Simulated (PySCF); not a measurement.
# Shifts of the heteroatoms

Atom-mapped SMILES (the numbers label the heavy atoms): `[SiH3:1][CH2:2]/[CH:3]=[N:4]/[c:5]1[cH:6][cH:7][cH:8][o:9]1`; H(Xn) means a hydrogen on atom n.

All values are calculated (PySCF 2.14): NMR shieldings at PBE0/pcSseg-1/GIAO, GFN2-xTB structure. Single conformer, fast rotation and ring inversion assumed for equivalent nuclei, in vacuum, no relativistic terms.

(1) What are the $^{29}$Si shifts?

(2) Where does $^{15}$N resonate?

(3) What are the $^{17}$O shifts?

Results:

(1) 
```csv
atoms,environment,σ (ppm),δ (ppm)
Si1,"silicon bonded to C, 3 H",421.8,-66.8
```

Shieldings were converted by a linear fit to measured shifts: $^{29}$Si: δ = 279.94 − 0.822σ (rms 8.9 ppm, 72 shifts, 25.8 ppm with the 6 outliers that the fit left out vs TMS, solution or neat liquid). Occasional misses reach two or three times the rms, and more in compound classes unlike the fitted ones.

On a 500 MHz spectrometer $^{29}$Si resonates near 99.3 MHz, so 1 ppm is 99.3 Hz.

(2) 
```json
{"atoms": "N4", "environment": "imine nitrogen", "σ (ppm)": "-61.7", "δ (ppm)": "-91.2"}
```

Shieldings were converted by a linear fit to measured shifts: $^{15}$N: δ = -148.07 − 0.921σ (rms 6.3 ppm, 71 shifts vs CH3NO2, solution or neat liquid). A few per cent of atoms miss by over 2 rms, more outside the fitted compound classes.

On a 300 MHz spectrometer $^{15}$N resonates near 30.4 MHz, so 1 ppm is 30.4 Hz.

(3) 
```tsv
atoms	environment	σ (ppm)	δ (ppm)
O9	aromatic ring oxygen	58.0	213.9
```

Shieldings were converted by a linear fit to measured shifts: $^{17}$O: δ = 266.70 − 0.911σ (rms 10.7 ppm, 155 shifts, 12.2 ppm with the 3 outliers that the fit left out vs liquid water, solution or neat liquid). Occasional misses reach two or three times the rms, and more in compound classes unlike the fitted ones.

On a 300 MHz spectrometer $^{17}$O resonates near 40.7 MHz, so 1 ppm is 40.7 Hz.
